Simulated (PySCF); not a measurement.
Species: C₄H₁₀NSi₂ (doublet state).
Z-matrix (Å and degrees, PBE0-D3(BJ)/def2-SVP geometry), rows numbered from 1:
```
C 
C   1  1.3424
C   2  1.4477  1  124.60
C   3  1.3526  2  127.76  1  -176.28
N   4  1.3994  3  129.19  2     5.85
Si  5  1.7693  4  123.71  3    29.11
Si  5  1.7715  4  114.60  3  -149.17
H   1  1.0946  2  121.29  3     1.86
H   1  1.0921  2  121.43  3  -178.16
H   2  1.0991  1  117.92  3   178.07
H   3  1.0942  2  116.52  1     5.86
H   4  1.0988  3  116.94  2  -174.40
H   6  1.4975  5  107.98  4    38.03
H   6  1.4990  5  105.82  4   157.39
H   7  1.4883  5  108.17  4  -172.59
H   7  1.4944  5  108.31  4   -52.38
H   7  1.4934  5  111.26  4    66.60
```

The hyperfine couplings belong to this conformer and change with its torsions.

The species is `C(=C/N([SiH2])[SiH3])/C=C` [radical].

The calculation used UKS B3LYP, IGLO-III on C N Si, pcH-1 on H, non-relativistic, mean-field spin-orbit, GIAO in PySCF. Geometry: PBE0-D3(BJ)/def2-SVP, one conformer, isolated molecule. The frame is twisted about the C4–N5 bond at this geometry (dihedral C3–C4–N5–Si6 = 29°); couplings at other torsion angles weren't computed. The SCF solution wasn't tested for stability.

(1) The isotropic 13C couplings are +14.3, +9.0, -5.9, +3.6 MHz. Assign them to C1; C2; C3; C4.

(2) The isotropic 29Si couplings are -592.0, +1.2 MHz. Assign them to Si6; Si7.

Results:

(1) 
```tsv
site	a_iso (MHz)	ρ(0) (bohr⁻³)	position	distance from Si6 (Å)	spin population	largest |T| (MHz)
C1	+3.6	+0.0032	5 bonds from Si6	4.45	+0.01	2.7
C2	+14.3	+0.0127	4 bonds from Si6	3.25	0.00	4.6
C3	+9.0	+0.0080	3 bonds from Si6	3.32	+0.04	5.4
C4	-5.9	-0.0053	2 bonds from Si6	2.80	-0.03	4.0
```

(2) 
| site | a_iso (MHz) | ρ(0) (bohr⁻³) | position | distance from Si6 (Å) | spin population | largest \|T\| (MHz) |
| --- | --- | --- | --- | --- | --- | --- |
| Si6 | -592.0 | +0.6674 | largest spin population | 0.00 | +0.79 | 138.6 |
| Si7 | +1.2 | -0.0014 | 2 bonds from Si6 | 3.09 | 0.00 | 0.9 |

ρ(0) is the spin density at the nucleus and T the dipolar tensor; a_iso includes a spin–orbit part; entries for several nuclei are means. Largest spin populations (Mulliken): Si6 (+0.79) and N5 (+0.08). No atom but Si6 exceeds +0.15. The angles at Si6 add up to 325.2°, so it is pyramidal.

Examples of negative spin density at the nucleus (bohr⁻³): C4 (-0.0053) and Si7 (-0.0014).

Means are taken over nuclei equivalent by connectivity, which assumes that they swap fast. The three 1H nuclei of mean +1.9 MHz run from -0.5 to 6.5 MHz in the frozen geometry.

The run took 1.9 min on x86-64 server, one thread (shared host).
